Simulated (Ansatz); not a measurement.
Born–Oppenheimer molecular dynamics of a periodic cell of 17 atoms, Be$_{16}$H (host Be, host structure hcp, interstitial H). It starts from a relaxed structure.

All numbers below come from DFT PBE-D3(BJ), scalar-relativistic, plane waves, PAW (Ansatz 0.2.0). Settings: accuracy low, cutoff 420 eV, k mesh 4x4x3, fermi-dirac smearing 0.05 eV, no spin polarisation.

| Property | Result |
| --- | --- |
| ensemble | NVT, Langevin thermostat |
| time step | 0.5 fs |
| steps asked | 60 |
| set temperature | 1500 K |
| friction | 0.5 /fs |
| seed | 464134 |

First frame:

```xyz
17
Lattice="-2.2900 -3.9664 0.0000 3.4350 -1.9832 0.0000 0.0000 0.0000 7.1769" Properties=species:S:1:pos:R:3
Be -0.002 -3.962 0.002
Be -0.017 -2.641 1.787
Be 0.005 -3.927 3.617
Be -0.014 -2.642 5.403
Be -1.132 -1.996 -0.019
Be 2.285 -2.696 1.767
Be -1.131 -1.998 3.598
Be 2.289 -2.659 5.383
Be 1.136 -1.994 0.002
Be 1.116 -0.650 1.766
Be 1.107 -2.016 3.618
Be 1.162 -0.677 5.404
Be -0.018 0.005 -0.021
Be 1.181 -4.605 1.768
Be 0.027 -0.021 3.618
Be 1.153 -4.629 5.383
H 2.287 -1.332 2.690
```

(1) What does the run give?

(2) What happens to the structure?

(3) How do temperature and energy run in time?

Answers

(1) The run went to its last step.

```
steps done                                               : 60
time covered                                             : 30 fs
mean temperature over the second half                    : 1591 K
spread of the potential energy over the second half      : 15.0 meV per atom
mean potential energy of the second half above the start : 95.6 meV per atom
```

A run of 0.03 ps of so small a system gives no equilibrium averages. The friction is so strong that the motion is overdamped, so the time scale means little. Limits of this set-up: coarse k mesh, odd electron count without spin, low accuracy level.

(2) Mean squared displacements from the first frame to the last, about the centre of mass: Be 0.02 Å², H 0.37 Å². The details hang on the random start.

(3) 
```
time (fs)  T (K)  potential energy less start (eV)
      0.0   1412                             0.000
      1.0   1470                             0.021
      2.0   1462                             0.081
      3.0   1162                             0.163
      4.0   1427                             0.251
      5.0   1599                             0.324
      6.0    958                             0.383
      7.0   1388                             0.462
      8.0   1414                             0.566
      9.0   1204                             0.659
     10.0   1432                             0.764
     11.0   1216                             0.810
     12.0   1359                             0.843
     13.0   1752                             0.931
     14.0   1450                             1.012
     15.0   1713                             1.140
     16.0   1397                             1.260
     17.0   1359                             1.386
     18.0   1865                             1.398
     19.0   1694                             1.424
     20.0   1865                             1.439
     21.0   1494                             1.488
     22.0   1712                             1.551
     23.0   1669                             1.636
     24.0   1581                             1.766
     25.0   1726                             1.876
     26.0   1785                             1.938
     27.0   1783                             1.959
     28.0   1797                             1.939
     29.0   1289                             1.877
     30.0   1433                             1.862
```

Time of the run: 6.8 min on 1 thread of Intel(R) Xeon(R) Platinum 8259CL CPU @ 2.50GHz (Skylake/Cascade Lake), on a shared host, peak memory 0.47 GiB.
